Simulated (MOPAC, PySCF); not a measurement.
H6BN3, SMILES `NB(N)N`, neutral singlet in the gas phase. 

Cartesian coordinates (Å):
SMILES: NB(N)N
```xyz
10

N     -1.0231    -0.9909     0.0374
B     -0.0006     0.0009     0.0005
N      1.3542    -0.3807    -0.2206
N     -0.3329     1.3742     0.1846
H     -1.9906    -0.7767     0.1881
H     -0.8435    -1.9692    -0.0864
H      1.6421    -1.3315    -0.3539
H      2.1111     0.2756    -0.2531
H      0.3468     2.1106     0.1662
H     -1.2689     1.6963     0.3423
```
Charge 0, spin multiplicity 1.

All levels are single points at this geometry (CAM-B3LYP-D3(BJ)/def2-TZVP); Pople sets use spherical d functions. Orbital energies aren't observables, and empty levels follow the basis.

B3LYP/3-21G in PySCF gives HOMO (eV) = -5.27.

**Question.** Estimate the HOMO (eV) from each of these levels: CAM-B3LYP-D3(BJ)/def2-TZVP in PySCF; PBE-D3(BJ)/def2-TZVP in PySCF; B3LYP/6-311+G** in PySCF; B3LYP/6-31G* in PySCF; BP86/6-31G* in PySCF; M06-2X/6-31G* in PySCF; PBE/6-31G* in PySCF; SVWN5/6-31G* in PySCF; HF/3-21G in PySCF; HF/STO-3G in PySCF; AM1 in MOPAC; PM6 in MOPAC.

**Answer.** 
| level | HOMO (eV) |
|---|---|
| CAM-B3LYP-D3(BJ)/def2-TZVP in PySCF | -7.99 |
| PBE-D3(BJ)/def2-TZVP in PySCF | -5.06 |
| B3LYP/6-311+G** in PySCF | -6.38 |
| B3LYP/6-31G* in PySCF | -5.68 |
| BP86/6-31G* in PySCF | -4.53 |
| M06-2X/6-31G* in PySCF | -7.46 |
| PBE/6-31G* in PySCF | -4.41 |
| SVWN5/6-31G* in PySCF | -4.51 |
| HF/3-21G in PySCF | -9.59 |
| HF/STO-3G in PySCF | -7.85 |
| AM1 in MOPAC | -9.19 |
| PM6 in MOPAC | -8.66 |
